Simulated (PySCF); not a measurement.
**A small calculation by hand: chemical shift, span and skew from a shielding tensor**

F₂HOS, SMILES [OH+]=S(F)F, charge +1. Atoms are numbered in the order given.

```xyz
5

O      1.4165     0.1661     0.0000
S      0.0097    -0.4638     0.0000
F     -0.7235     0.2745    -1.1688
F     -0.7235     0.2745     1.1688
H      1.5349     1.1501     0.0000
```
Charge +1, spin multiplicity 1.

Coordinates come from a B3LYP-D3(BJ)/def2-SVP optimisation. The isomer is the one that the SMILES or the coordinates give; other isomers of the formula were not compared.

GIAO shieldings from PBE/pcSseg-2 in PySCF, non-relativistic, no solvent. The symmetric part of the tensor of F3 has the principal values -107.7, 82.4, 235.5 ppm. The same nucleus in CFCl3 has σ = 132.0 ppm at this level (PySCF, at its B3LYP-D3(BJ)/def2-TZVP geometry).

**Question.** Work out the isotropic shielding, the ¹⁹F shift against CFCl3, the span and the skew.

**Answer.** 
σ(iso) = (σ11 + σ22 + σ33)/3 = 70.1 ppm. δ = σ(ref) − σ(iso) = 132.0 − (70.1) = 61.9 ppm.
Span Ω = σ33 − σ11 = 343.2 ppm. Skew κ = 3(σ(iso) − σ22)/Ω = -0.11. Tumbling in solution averages the tensor to δ; in a static solid the shielding alone would spread this spin-1/2 line over Ω.
